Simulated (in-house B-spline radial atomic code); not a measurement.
Successive ionisation energies of europium; each step leads to the configuration of the next row (after the last: [Ar] 3d10 4s2 4p6). NIST's values go from ground level to ground level; the uncertainty of those that are theory runs from under 0.1 % in few-electron ions to several per cent in heavy many-electron ones. Computed with a B-spline radial code for spherical atoms: non-relativistic Hartree-Fock, average of the configuration, point nuclei.

This level leaves out relativity, spin-orbit splitting included, which matters for heavy ions.

```json
{"ion": "Eu13+", "configuration": "[Kr] 4d10 4f2 5s2", "ionisation energy (eV)": "245.9", "tabulated value (eV)": "263", "tabulated kind": "tabulated theory", "computed minus tabulated (eV)": "-17.1", "highest orbital": "5s", "largest mean radius (bohr)": "1.201"}
{"ion": "Eu14+", "configuration": "[Kr] 4d10 4f2 5s1", "ionisation energy (eV)": "266.1", "tabulated value (eV)": "281", "tabulated kind": "tabulated theory", "computed minus tabulated (eV)": "-14.9", "highest orbital": "5s", "largest mean radius (bohr)": "1.185"}
{"ion": "Eu15+", "configuration": "[Kr] 4d10 4f2", "ionisation energy (eV)": "?", "tabulated value (eV)": "?", "tabulated kind": "tabulated theory", "computed minus tabulated (eV)": "?", "highest orbital": "?", "largest mean radius (bohr)": "?"}
{"ion": "Eu16+", "configuration": "[Kr] 4d10 4f1", "ionisation energy (eV)": "346.9", "tabulated value (eV)": "344.4", "tabulated kind": "semi-empirical", "computed minus tabulated (eV)": "2.5", "highest orbital": "4f", "largest mean radius (bohr)": "0.63274"}
{"ion": "Eu17+", "configuration": "[Kr] 4d10", "ionisation energy (eV)": "523.6", "tabulated value (eV)": "518", "tabulated kind": "tabulated theory", "computed minus tabulated (eV)": "5.6", "highest orbital": "4d", "largest mean radius (bohr)": "0.60318"}
{"ion": "Eu18+", "configuration": "[Kr] 4d9", "ionisation energy (eV)": "560.1", "tabulated value (eV)": "553", "tabulated kind": "tabulated theory", "computed minus tabulated (eV)": "7.1", "highest orbital": "4d", "largest mean radius (bohr)": "0.59582"}
{"ion": "Eu19+", "configuration": "[Kr] 4d8", "ionisation energy (eV)": "597.3", "tabulated value (eV)": "590", "tabulated kind": "tabulated theory", "computed minus tabulated (eV)": "7.3", "highest orbital": "4d", "largest mean radius (bohr)": "0.58899"}
{"ion": "Eu20+", "configuration": "[Kr] 4d7", "ionisation energy (eV)": "635.2", "tabulated value (eV)": "630", "tabulated kind": "tabulated theory", "computed minus tabulated (eV)": "5.2", "highest orbital": "4d", "largest mean radius (bohr)": "0.58237"}
{"ion": "Eu21+", "configuration": "[Kr] 4d6", "ionisation energy (eV)": "?", "tabulated value (eV)": "?", "tabulated kind": "tabulated theory", "computed minus tabulated (eV)": "?", "highest orbital": "?", "largest mean radius (bohr)": "?"}
{"ion": "Eu22+", "configuration": "[Kr] 4d5", "ionisation energy (eV)": "?", "tabulated value (eV)": "?", "tabulated kind": "tabulated theory", "computed minus tabulated (eV)": "?", "highest orbital": "?", "largest mean radius (bohr)": "?"}
{"ion": "Eu23+", "configuration": "[Kr] 4d4", "ionisation energy (eV)": "752.7", "tabulated value (eV)": "755", "tabulated kind": "tabulated theory", "computed minus tabulated (eV)": "-2.3", "highest orbital": "4d", "largest mean radius (bohr)": "0.56359"}
{"ion": "Eu24+", "configuration": "[Kr] 4d3", "ionisation energy (eV)": "793.2", "tabulated value (eV)": "795", "tabulated kind": "tabulated theory", "computed minus tabulated (eV)": "-1.8", "highest orbital": "4d", "largest mean radius (bohr)": "0.55766"}
{"ion": "Eu25+", "configuration": "[Kr] 4d2", "ionisation energy (eV)": "834.2", "tabulated value (eV)": "838", "tabulated kind": "tabulated theory", "computed minus tabulated (eV)": "-3.8", "highest orbital": "4d", "largest mean radius (bohr)": "0.55231"}
{"ion": "Eu26+", "configuration": "[Kr] 4d1", "ionisation energy (eV)": "876.0", "tabulated value (eV)": "879", "tabulated kind": "tabulated theory", "computed minus tabulated (eV)": "-3.0", "highest orbital": "4d", "largest mean radius (bohr)": "0.54826"}
```

Task: Fill in the row of Eu15+.

Result: ionisation energy (eV): 312.4; tabulated value (eV): 311; computed minus tabulated (eV): 1.4; highest orbital: 4f; largest mean radius (bohr): 0.6498.

Task: Fill in the row of Eu21+.

Result: ionisation energy (eV): 673.7; tabulated value (eV): 667; computed minus tabulated (eV): 6.7; highest orbital: 4d; largest mean radius (bohr): 0.57593.

Task: Fill in the row of Eu22+.

Result: ionisation energy (eV): 712.9; tabulated value (eV): 709; computed minus tabulated (eV): 3.9; highest orbital: 4d; largest mean radius (bohr): 0.56968.

Task: Where is the largest jump?

Result: From Eu16+ to Eu17+, by a factor of 1.51 (346.9 to 523.57 eV); the highest orbital goes from 4f to 4d.
